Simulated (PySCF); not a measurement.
**Radial density of B (boron, neutral)**

B97-3, [He] 2s1 2p1 3s1, high-spin 4P determinant (an excited configuration). Computed with PySCF 2.14 in aug-cc-pVQZ with one added diffuse shell each of s, p, d, f, g type (7s6p5d4f3g, 105 functions), with the non-relativistic Hamiltonian (point nucleus).

```tsv
r (bohr)	4πr²ρ (e/bohr)	4πr²(ρα − ρβ)
0.00493	0.02068	0.0006
0.00829	0.05648	0.0018
0.0140	0.1511	0.0047
0.0235	0.3887	0.0120
0.0395	0.9386	0.0288
0.0664	2.034	0.0611
0.112	3.694	0.1058
0.188	5.011	0.1276
0.316	4.236	0.0885
0.531	1.805	0.1697
0.894	0.9285	0.7434
1.50	1.149	1.1460
2.53	0.4824	0.4824
4.25	0.1897	0.1897
7.15	0.1517	0.1517
12.0	0.009293	0.0093
20.2	4.100e-05	0.0000
```

The outer electron is Rydberg-like, and this basis confines it to a smaller radius and binds it less than a complete one would.
